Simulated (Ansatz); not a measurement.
Ansatz (a program for electronic structure) input:
A basis named .json is the Basis Set Exchange file of that set.

Ansatz 0.2 input:
```yaml
crystal:
  periodic: [false, false, false]
  atoms:
    - {symbol: Cr, position_ang: [-0.00000000, -0.00000000, -1.11168607]}
    - {symbol: Mo, position_ang: [0.00000000, 0.00000000, 0.63524918]}
basis:
  gaussian:
    orbitals: def2-TZVPPD.json
    fitting: {mean_field: def2-universal-jkfit, correlation: def2-TZVPPD-RIFIT.json}
total_charge: 1
magnetization: {spin_polarized: true, initial_magnetization: 1}
correlation: {method: mp2, electrons: outside_noble_gas}
```

Q: Predict the final energy.

A: -1110.76678 Eh (RI-MP2/def2-TZVPPD). The basis has 123 functions.

This state (charge 1, doublet) is run at the relaxed geometry of the species with charge 0 and multiplicity 1.

The determinant is spin-contaminated: <S^2> is 4.39 against 0.75 for a pure state.
